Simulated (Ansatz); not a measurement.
Reaction (substitution at a C–Se bond): `C[Se][AlH2]` + `C=C(N)O` → `C=C(N)OC` + `[AlH2][SeH]`

Computed with Ansatz on PBE0-D4/def2-TZVP structures; ΔE is electronic, products minus reactants. CCSD(T)/CBS adds triple-zeta CCSD(T) − MP2 to the extrapolated MP2 energy (def2 sets, frozen cores). Functionals use def2-TZVPP. For Se outer-core shells are correlated without core-valence functions, which leaves a few kJ/mol of doubt a bond. Scalar relativity is left out up to krypton. One conformer a species, not always the lowest.

`C[Se][AlH2]`:

Cartesian coordinates in Å:
```
C -0.026 1.345 0.530
Se -1.314 -0.136 0.462
Al -0.030 -1.691 -0.642
H 0.144 1.599 1.574
H -0.457 2.195 0.005
H 0.912 1.057 0.060
H 1.441 -1.263 -1.050
H -0.670 -3.106 -0.939
```

`C=C(N)O`:

Z-matrix (Å, degrees):
```
C
C 1 1.338
H 1 1.080 2 120.9
H 1 1.081 2 120.9 3 -177.8
N 2 1.376 1 126.3 3 4.1
O 2 1.355 1 124.2 3 -178.6
H 5 1.008 2 113.9 1 -150.1
H 5 1.006 2 114.7 1 -17.1
H 6 0.961 2 108.3 1 3.3
```

`C=C(N)OC`:

```xyz
12

C     0.426   -0.670    1.116
C     0.522   -0.298   -0.167
N     1.506   -0.709   -1.047
O    -0.291    0.573   -0.799
C    -1.334    1.140   -0.044
H     1.127   -1.388    1.518
H    -0.311   -0.255    1.783
H     1.982   -1.550   -0.768
H     1.199   -0.733   -2.007
H    -1.881    1.793   -0.722
H    -2.005    0.368    0.345
H    -0.940    1.728    0.791
```

`[AlH2][SeH]`:

```xyz
5

Al    0.426   -0.290   -0.479
Se   -0.128    0.666    1.554
H     1.939   -0.697   -0.673
H    -0.702   -0.493   -1.568
H    -1.536    0.814    1.165
```

```
             level  ΔE (kJ/mol)
           BLYP-D4         28.8
               PBE         32.5
SCS-MP2/def2-QZVPP         31.6
      HF/CBS(def2)         21.2
```

Task: What does CCSD(T)/CBS give? (An estimate is asked.)

Result: The calculation gave: +30.3 kJ/mol. The listed levels differ from it by -1.5, 2.2, 1.3, -9.1 kJ/mol.

Largest T1 diagnostic among the species: 0.012.

Leaving LDA and LC-ωPBE aside and taking each functional with its dispersion term where it has one, the values, not all of them listed here, spread over 9.8 kJ/mol, from CAM-B3LYP-D4 to revPBE-D4. LDA lies −9.7 kJ/mol from PBE without D4. At CCSD(T), def2-SVP lies −19.6 kJ/mol from the extrapolated value and def2-TZVPP −1.9 kJ/mol.
